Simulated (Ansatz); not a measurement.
Relaxation of CHBNSi (5 atoms, charge 0, multiplicity 2), to a largest force component of 0.02 eV/Å in at most 50 steps.

The calculation used UHF/def2-SVP (Ansatz).

```xyz
5
Properties=species:S:1:pos:R:3
B -1.250 -0.175 -0.051
Si -0.091 -0.945 1.333
C 0.508 0.084 -0.129
N -0.521 0.954 -0.346
H -0.173 1.841 -0.764
```

Q: Where does it end, and by what steps?

A: The run converged. After 8 steps the energy has fallen by 1.201 eV; Si2 moved furthest, 0.37 Å.

```json
{"step": "0", "energy less start (eV)": "0.0000", "largest force component (eV/Å)": "3.025", "accepted": "yes"}
{"step": "1", "energy less start (eV)": "-0.7830", "largest force component (eV/Å)": "2.349", "accepted": "yes"}
{"step": "2", "energy less start (eV)": "-1.0028", "largest force component (eV/Å)": "2.455", "accepted": "yes"}
{"step": "3", "energy less start (eV)": "-1.1870", "largest force component (eV/Å)": "0.589", "accepted": "yes"}
{"step": "4", "energy less start (eV)": "-1.1980", "largest force component (eV/Å)": "0.204", "accepted": "yes"}
{"step": "5", "energy less start (eV)": "-1.2001", "largest force component (eV/Å)": "0.093", "accepted": "yes"}
{"step": "6", "energy less start (eV)": "-1.2005", "largest force component (eV/Å)": "0.039", "accepted": "yes"}
{"step": "7", "energy less start (eV)": "-1.2003", "largest force component (eV/Å)": "0.060", "accepted": "no"}
{"step": "8", "energy less start (eV)": "-1.2006", "largest force component (eV/Å)": "0.002", "accepted": "yes"}
```

```xyz
5
Properties=species:S:1:pos:R:3
B -1.150 -0.002 0.158
Si -0.141 -1.298 1.215
C 0.490 0.266 0.169
N -0.399 0.988 -0.461
H -0.326 1.804 -1.039
```

Whether the end is a true minimum wasn't checked by a vibrational analysis.

The run took 22 s on 1 CPU thread of a shared host.
